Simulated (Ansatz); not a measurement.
System: tribromo(chloro)silane, sum formula SiBr3Cl, charge 0, multiplicity 1. 
Coordinates optimised at B3LYP-D3(BJ)/def2-TZVP (Ansatz, an electronic-structure program):
```
Si
Cl 1 2.0383
Br 1 2.2066 2 109.24
Br 1 2.2066 2 109.24 3 120.00
Br 1 2.2066 2 109.24 4 120.00
```
Charge 0, spin multiplicity 1.

Basis-set convergence of Hartree-Fock and MP2 correlation energies (hartree) with Ansatz. Valence correlation only, unless marked. No spin-orbit coupling. Frozen are the shells of the preceding noble gas and the d and f shells that filled before the atom's block. Non-relativistic.

```csv
basis,functions,E(HF),"E(corr, MP2)"
def2-SVPD,174,-8464.70877,-0.61216
def2-TZVPPD,270,[?],[?]
```

Question: Fill in the missing entries.

Answer: 
- def2-TZVPPD, E(HF): -8465.90875
- def2-TZVPPD, E(corr, MP2): -0.78548
